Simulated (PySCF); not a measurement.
All values below come from PBE0-D3(BJ)/def2-TZVP // PBE0-D3(BJ)/def2-SVP (PySCF 2.14.0). All species are isolated molecules in the gas phase. One relaxed conformer stands for a flexible species; it need not be the lowest. Delta-SCF ions had no search for a lower state. 

Reference species (SMILES): `B[C@@H]1C[C@@H]2CC[C@H]1[C@@H]2S` (neutral, multiplicity 1).

```yaml
vertical ionisation energy (Delta-SCF): 8.82 eV
HOMO: -6.78 eV
LUMO: -1.21 eV
```

Changed species: `B[C@@H]1[C@H]2CC[C@]1(S)CC2`.

Predict the effect on the vertical ionisation energy (Delta-SCF), HOMO and LUMO.

the vertical ionisation energy (Delta-SCF) decreases by 0.21 eV, to 8.61 eV; the HOMO goes up by 0.15 eV, to -6.63 eV; the LUMO falls by 0.18 eV, to -1.39 eV.
